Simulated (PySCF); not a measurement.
# Ionising MgSn

B2PLYP; PySCF, scalar-relativistic core potentials, basis sets Mg aug-cc-pVDZ, Sn aug-cc-pVDZ-PP with ECP28. Neutral (UKS): triplet (π ↑↑), Re = 2.805 Å, ωe = 206 cm⁻¹, De = 0.71 eV, HOMO -5.37 eV, LUMO -1.81 eV.

MgSn⁻ (UKS): quartet (σ ↑, π ↑↑), Re = 2.956 Å, ωe = 164 cm⁻¹, De = 0.70 eV to Mg + Sn⁻. The energies at the minima are -413.95872 hartree for MgSn and -414.00448 for MgSn⁻.

Problem. Work out the adiabatic electron affinity, without and with harmonic zero-point energies (1 hartree = 27.2114 eV, 1 eV = 8065.5 cm⁻¹), and the change of the bond length.

Solution. At B2PLYP: 0.04576 hartree = 1.245 eV between the minima; the zero-point term (206.0 − 164.0)/2 cm⁻¹ = +0.003 eV makes it 1.248 eV. Re changes by +15.1 pm against the neutral. The electron enters a σ orbital; in so polar a molecule the change of length follows mostly from the change of the ionic charges.

Correlated steps freeze 5 core orbitals. Spin–orbit coupling is left out, which matters for elements this heavy, above all for dissociation energies. For an ion De counts to the pair picked by the measured ionisation energies or electron affinities, which need not be the lowest pair at this level. B2PLYP dipoles, levels and charges come from its SCF part alone. States were picked by a PBE0 search and need not be the measured ground states.
